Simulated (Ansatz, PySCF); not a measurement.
The pair A = BH3 (SMILES B) (first 4 atoms), B = C3H9N (SMILES CN(C)C); geometry from B3LYP-D3(BJ)/def2-TZVP.
(charge 0, multiplicity 1):
```csv
atom,x (Å),y (Å),z (Å)
B,-0.3868,0.0268,1.2712
H,0.4875,0.6458,0.7092
H,-0.4146,-1.1425,0.9625
H,-1.4690,0.5628,1.2011
C,1.3371,-0.5882,3.0588
N,0.0142,0.0510,2.8699
C,0.0728,1.4528,3.3451
C,-1.0056,-0.6899,3.6480
H,1.6172,-0.5807,4.1148
H,2.0737,-0.0435,2.4742
H,1.2851,-1.6107,2.6944
H,0.3383,1.4857,4.4044
H,-0.8990,1.9139,3.1902
H,0.8140,1.9887,2.7584
H,-0.7541,-0.6822,4.7112
H,-1.9728,-0.2201,3.4906
H,-1.0476,-1.7124,3.2825
```

Rows in 6-31G* carry no dispersion term and start afresh at each structure (6-31G* with six Cartesian d functions). MP2/6-31G* freezes PySCF's default core.

Run with Ansatz (Gaussian basis) for Hartree–Fock, density functionals and correlated methods; PySCF for 6-31G* rows. Values without a source in brackets are computed.

Total energies (hartree), monomers frozen at their geometry in the pair:

| structure | HF/6-31G* | B3LYP/def2-TZVPPD | MP2/6-31G* |
|---|---|---|---|
| AB | -199.6994082 | -201.2254823 | -200.3578633 |
| A in the pair's basis | -26.3652469 | -26.6019405 | -26.4432375 |
| B in the pair's basis | -173.2689985 | -174.5463951 | -173.8348068 |
| A | -26.3645960 | -26.6017557 | -26.4403420 |
| B | -173.2657957 | -174.5461987 | -173.8265222 |

Work out the interaction energy without and with the counterpoise correction, and the superposition error, for each level.


E(AB) − E(A) − E(B), times 627.509 kcal/mol, with the monomers in their own basis and then in the pair's basis:
- HF/6-31G*: -43.31 uncorrected, -40.89 corrected; the monomers gain 2.42 kcal/mol from borrowed functions
- B3LYP/def2-TZVPPD: -48.65 uncorrected, -48.41 corrected; the monomers gain 0.24 kcal/mol from borrowed functions
- MP2/6-31G*: -57.10 uncorrected, -50.09 corrected; the monomers gain 7.02 kcal/mol from borrowed functions

Ansatz is a quantum-chemistry and plane-wave program.
